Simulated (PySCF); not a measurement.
## N (nitrogen, neutral) across methods

[He] 2s2 2p2 3d1, one real determinant (an excited configuration). All numbers are calculated (PySCF 2.14, the non-relativistic Hamiltonian (point nucleus), in aug-cc-pVQZ with one added diffuse shell each of s, p, d, f, g type (7s6p5d4f3g, 105 functions)).

```tsv
method	E (hartree)	mean ε 2s β (eV)	mean ε 2p α (eV)	mean ε 3d α (eV)	Σ⟨r²⟩ (bohr²)	⟨S²⟩
PBE0	-54.0613	-27.273	-19.720	-0.555	54.20	3.753
wB97X	-54.1002	-30.005	-22.226	-1.193	54.46	3.753
BLYP	-54.1180	-25.522	-17.398	-0.254	54.79	3.752
B97-3	-54.1104	-27.591	-19.841	-0.605	56.16	3.753
UHF	-53.93096	-30.999	-25.856	-1.026	54.45	3.757
LDA	-53.6383	-25.400	-17.461	-0.161	53.59	3.752
PW91	-54.0937	-25.561	-17.608	-0.331	54.24	3.752
r2SCAN	-54.0901	-25.732	-18.324	-0.207	54.87	3.754
PBE	-54.0536	-25.516	-17.502	-0.329	54.21	3.752
```

⟨L²⟩ = 7.99 against 12 for a pure F term, so this real determinant mixes terms. The outer electron is Rydberg-like, and this basis confines it to a smaller radius and binds it less than a complete one would.
